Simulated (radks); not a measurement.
Values are calculated unless marked as measured or tabulated.
Task: All-electron atom: neutral osmium in [Xe] 4f14 5d6 6s2 (the NIST ground configuration). Code: a radial shooting solver on a logarithmic mesh with Libxc functionals. Model: Dirac Kohn-Sham, LDA (Slater exchange, Perdew-Wang correlation), spin-unpolarised, spherical densities, finite nucleus; open shells fill j = l - 1/2 first; Fermi nuclear charge, rms radius 5.4126 fm. Some entries of the table are withheld. Estimate them.

orbital,occ.,eigenvalue (hartree),<r^2> (bohr^2),<r> (bohr)
1s1/2,2,-2707.475,0.0004342,(1)
2s1/2,2,-471.2619,0.006593,0.07431
2p1/2,2,-451.4585,0.004688,0.06132
2p3/2,4,-395.2515,0.005883,0.06951
3s1/2,2,-109.6343,0.04298,0.1936
3p1/2,2,-100.7268,0.03930,0.1836
3p3/2,4,-88.47303,0.04583,0.1987
3d3/2,4,-73.45128,0.03535,0.1735
3d5/2,6,-70.79443,0.03713,0.1781
4s1/2,2,-23.09706,0.2110,0.4320
4p1/2,2,-19.35520,0.2164,0.4358
4p3/2,4,-16.46784,0.2510,0.4697
4d3/2,4,-10.30428,0.2700,0.4827
4d5/2,6,-9.76937,0.2827,0.4941
5s1/2,2,-3.35220,1.138,1.007
5p1/2,2,-2.19349,1.369,1.099
4f5/2,6,(2),0.3768,0.5526
4f7/2,8,(3),0.3884,0.5608
5p3/2,4,-1.73986,1.639,1.202
5d3/2,4,-0.25441,3.823,1.779
6s1/2,2,-0.23222,10.13,(4)
5d5/2,2,-0.21603,4.228,1.865
6p1/2,0,-0.06672,20.26,4.149
6p3/2,0,-0.04521,26.42,4.727
7s1/2,0,-0.00075,562.5,19.71

Result: 
(1) 1s1/2 <r> (bohr): 0.01775
(2) 4f5/2 eigenvalue (hartree): -1.95939
(3) 4f7/2 eigenvalue (hartree): -1.85616
(4) 6s1/2 <r> (bohr): 2.976
